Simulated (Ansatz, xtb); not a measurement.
# C4H7BO: which of two isomers lies lower

Structure X: `B[C@@H]1C[C@H]1C=O`, a singlet. Structure Y: `B[C@@H]1C[C@@H]1C=O`, a singlet. Both are isolated molecules in the gas phase, relaxed with B3LYP-D3(BJ)/def2-SVP; the shapes shown needn't be the lowest conformers.

X (Å):

```yaml
atoms:
  - { symbol: C, position_ang: [-1.0111, 1.1215, -0.8815] }
  - { symbol: C, position_ang: [0.3381, 0.5435, -0.5006] }
  - { symbol: C, position_ang: [0.2367, 1.2566, -1.8085] }
  - { symbol: C, position_ang: [0.2083, 0.4416, -3.0558] }
  - { symbol: B, position_ang: [-1.5039, 2.4068, -0.2023] }
  - { symbol: O, position_ang: [-0.2518, -0.6731, -3.1292] }
  - { symbol: H, position_ang: [-0.6910, 3.2234, 0.1655] }
  - { symbol: H, position_ang: [-2.6777, 2.6230, -0.0275] }
  - { symbol: H, position_ang: [-1.7180, 0.3757, -1.2574] }
  - { symbol: H, position_ang: [0.9058, 1.0294, 0.2964] }
  - { symbol: H, position_ang: [0.4220, -0.5451, -0.5517] }
  - { symbol: H, position_ang: [0.6885, 2.2473, -1.9001] }
  - { symbol: H, position_ang: [0.6560, 0.9402, -3.9535] }
```

Y (Å):

```xyz
13

C    -1.1594    0.6997   -1.0524
C    -0.8983    2.1548   -0.6710
C     0.2057    1.1755   -0.4695
C     1.4265    1.2294   -1.3175
B    -1.3571    0.3567   -2.5383
O     2.5228    0.9137   -0.9250
H    -0.7761    0.9763   -3.3952
H    -2.1261   -0.5113   -2.8705
H    -1.7304    0.1343   -0.3096
H    -1.4031    2.5411    0.2179
H    -0.7985    2.8757   -1.4877
H     0.4112    0.8320    0.5484
H     1.2679    1.6039   -2.3611
```

Energies in hartree; the thermal terms are from GFN2-xTB frequencies at re-optimised GFN2-xTB minima (ideal gas, soft modes damped towards free rotors, one conformer each, 298.15 K, 1 atm) and include the zero-point energy:

|  | X | Y |
| --- | --- | --- |
| E, CCSD(T)/def2-SVP | −255.733603 | −255.729595 |
| E, MP2/def2-SVP | −255.652503 | −255.648066 |
| E, MP2/def2-TZVPP | −256.120573 | −256.117210 |
| zero-point energy | 0.099236 | 0.099399 |
| H(298 K) − E | 0.106989 | 0.107092 |
| G(298 K) − E | 0.068986 | 0.069114 |

Problem. Correct the CCSD(T) difference for the basis set by the MP2 change, then work out ΔE, ΔE₀, ΔH and ΔG for X → Y in kJ/mol (1 Eh = 2625.50 kJ/mol) and the equilibrium ratio [Y]/[X].

Solution. 1. Differences Y − X: CCSD(T) +0.004008, MP2 in the small set +0.004437, MP2 in the large set +0.003363 Eh.
2. ΔE = +0.004008 + (+0.003363 − (+0.004437)) = +0.002934 Eh = +7.70 kJ/mol.
3. ΔE₀ = ΔE + ΔZPE = +0.002934 + (+0.000163) Eh = +8.13 kJ/mol.
4. ΔH = ΔE + (+0.000103) Eh = +7.97 kJ/mol.
5. ΔG = ΔE + (+0.000128) Eh = +8.04 kJ/mol, so ΔS = (ΔH − ΔG)/T = −0.2 J/(mol K).
6. kT = 0.9442 mEh, so K = [Y]/[X] = exp(−ΔG/kT) = exp(−3.24) ≈ 0.039.

Structure X is favoured at this temperature. An error of 4 kJ/mol in ΔG would change K by a factor of 5. Mirror images and further conformers aren't counted.

As drawn, both hold the same kinds of bond in the same numbers.

Other levels gave ΔE = +2.0 (GFN2-xTB); +5.7 (HF/STO-3G, GFN2-xTB geometries); +10.8 (r2SCAN-D4/def2-SVP, GFN2-xTB geometries); +9.3 (B3LYP-D3(BJ)/def2-SVP); +8.7 (HF/def2-SVP); +11.6 (MP2/def2-SVP); +10.5 (CCSD(T)/def2-SVP) kJ/mol. The correlated steps freeze 6 core orbitals. Programs: Ansatz 0.2.0, xtb 6.7.1.
